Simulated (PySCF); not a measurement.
Choosing a molecule for a target property.

Each SMILES stands for a single optimised conformer of the isolated species, non-relativistic unless stated; the electronic structure was computed with PySCF and density fitting.

The conformers computed, where there is a choice (atom-mapped SMILES and torsion angles):
- `[N:1]#[C:2][C@@H:3]1[CH2:4][CH2:5][C@@H:6]1[SiH2:7][O:8][SiH3:9]`: C5–C6–Si7–O8 -54°, C6–Si7–O8–Si9 -116°
- `[NH3+:1][BH2-:2][B:3]([OH:4])[OH:5]`: N1–B2–B3–O4 -9°, H–O4–B3–B2 -178°, H–O5–B3–B2 -2°

The conformers of `CC#C[C@@H]1C[Si@@H](N)O[SiH2]1` and `O=C(Cl)C1CCCCC1` aren't listed.

Question: Wanted: vertical ionisation energy above 10.4 eV (ΔSCF CAM-B3LYP/def2-SVPD) and lowest triplet excitation (Tamm–Dancoff) below 6 eV (TDA CAM-B3LYP/def2-SVPD), at PBE0-D3(BJ)/def2-SVP geometries. Which candidate meets both?
A. `O=C(Cl)C1CCCCC1`
B. `[NH3+][BH2-]B(O)O`
C. `N#C[C@@H]1CC[C@@H]1[SiH2]O[SiH3]`
D. `CC#C[C@@H]1C[Si@@H](N)O[SiH2]1`

Answer: A. Computed values:
| species | vertical ionisation energy | lowest triplet excitation (Tamm–Dancoff) |
| --- | --- | --- |
| CC#C[C@@H]1C[Si@@H](N)O[SiH2]1 | 8.81 eV | 5.27 eV |
| [NH3+][BH2-]B(O)O | 9.33 eV | 5.85 eV |
| N#C[C@@H]1CC[C@@H]1[SiH2]O[SiH3] | 10.23 eV | 6.17 eV |
| O=C(Cl)C1CCCCC1 | 10.51 eV | 4.60 eV |

Question: Wanted: HOMO–LUMO gap below 9 eV (CAM-B3LYP/def2-SVPD) and static isotropic polarisability below 70 au (CAM-B3LYP/def2-SVPD), at PBE0-D3(BJ)/def2-SVP geometries. Which candidate meets both?
A. `[NH3+][BH2-]B(O)O`
B. `N#C[C@@H]1CC[C@@H]1[SiH2]O[SiH3]`
C. `CC#C[C@@H]1C[Si@@H](N)O[SiH2]1`
D. `O=C(Cl)C1CCCCC1`
E. `[H][Ge]([H])([H])[Br]`

Answer: A. Computed values:
```csv
species,HOMO–LUMO gap,static isotropic polarisability
[NH3+][BH2-]B(O)O,8.89 eV,51.6 au
CC#C[C@@H]1C[Si@@H](N)O[SiH2]1,9.21 eV,116.7 au
[H][Ge]([H])([H])[Br],9.57 eV,54.2 au
O=C(Cl)C1CCCCC1,9.80 eV,95.5 au
N#C[C@@H]1CC[C@@H]1[SiH2]O[SiH3],10.39 eV,110.9 au
```
